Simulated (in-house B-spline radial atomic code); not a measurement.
Configurations of As8+, with energies counted from [Ar] 3d7. All numbers are computed (scalar-relativistic (X2C) revTPSS, spin-polarised, spherical fractional occupations; Fermi nucleus of rms radius 4.0968 fm) with a B-spline radial code for spherical atoms, not measured. Shells without spins written out take the highest spin.

Occupations are held fixed; configurations that lie above the ionisation limit could autoionise.

```json
{"configuration": "[Ar] 3d(1 up, 5 down) 4s(0 up, 1 down)", "E - E(ref) (eV)": "74.564", "highest orbital": "4s down", "its <r> (bohr)": "1.349"}
{"configuration": "[Ar] 3d6 4p1", "E - E(ref) (eV)": "92.013", "highest orbital": "4p up", "its <r> (bohr)": "1.439"}
{"configuration": "[Ar] 3d6 4d1", "E - E(ref) (eV)": "118.53", "highest orbital": "4d up", "its <r> (bohr)": "1.621"}
{"configuration": "[Ar] 3d(3 up, 3 down) 4d(1 up, 0 down)", "E - E(ref) (eV)": "127.24", "highest orbital": "4d up", "its <r> (bohr)": "1.633"}
{"configuration": "[Ne] 3s2 3p(2 up, 3 down) 3d(3 up, 4 down) 4d(0 up, 1 down)", "E - E(ref) (eV)": "220.03", "highest orbital": "4d down", "its <r> (bohr)": "1.627"}
{"configuration": "[Ne] 3s2 3p5 3d7 4f1", "E - E(ref) (eV)": "237.38", "highest orbital": "4f up", "its <r> (bohr)": "1.831"}
```

(1) Order these further configurations by energy, lowest first.
A. [Ne] 3s2 3p5 3d7 4d1
B. [Ne] 3s2 3p5 3d7 4p1
C. [Ne] 3s2 3p5 3d7 4s1
D. [Ne] 3s2 3p5 3d8
E. [Ar] 3d(4 up, 3 down)

(2) How far above the reference does [Ne] 3s2 3p(2 up, 3 down) 3d(4 up, 4 down) lie?

(3) How far above the reference does [Ar] 3d6 4f1 lie?

Results:

(1) E (3.7732 eV), D (95.277 eV), C (169.76 eV), B (187.22 eV), A (213.83 eV).

(2) 98.927 eV; its least bound orbital is 3d up with <r> = 0.5916 bohr.

(3) 142.18 eV; its least bound orbital is 4f up with <r> = 1.834 bohr.
